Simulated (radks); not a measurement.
Results of a calculation; reference values are marked as such.
Spin polarisation of the 5d1 shell in the lanthanum ion La2+. Start: [Xe] 5d(up 0.5, down 0.5); electrons of 5d are moved from spin down to spin up, other shells keep equal spins. Level of theory: scalar-relativistic Kohn-Sham, PBE, spin-polarised, spherical densities, point nucleus (a radial shooting solver on a logarithmic mesh with Libxc functionals).

moment (Bohr magnetons) = 0: E - E(0) (eV) 0.000; e(5d up) (eV) -14.698; e(5d down) (eV) -14.698; 5p down minus up (eV) 0.000; 5s down minus up (eV) 0.000
moment (Bohr magnetons) = 0.25: E - E(0) (eV) -0.011; e(5d up) (eV) -14.781; e(5d down) (eV) -14.610; 5p down minus up (eV) 0.132; 5s down minus up (eV) 0.096
moment (Bohr magnetons) = 0.5: E - E(0) (eV) -0.043; e(5d up) (eV) -14.861; e(5d down) (eV) -14.517; 5p down minus up (eV) 0.264; 5s down minus up (eV) 0.191
moment (Bohr magnetons) = 0.75: E - E(0) (eV) -0.097; e(5d up) (eV) -14.937; e(5d down) (eV) -14.415; 5p down minus up (eV) 0.396; 5s down minus up (eV) 0.287
moment (Bohr magnetons) = 1: E - E(0) (eV) -0.174; e(5d up) (eV) -15.012; e(5d down) (eV) -14.295; 5p down minus up (eV) 0.529; 5s down minus up (eV) 0.383

At moment 1 the spin-polarisation energy is -0.174 eV and the 5d exchange splitting 0.717 eV, that is 0.717 eV per Bohr magneton; E = -I m^2/4 would give I = 0.696 eV.
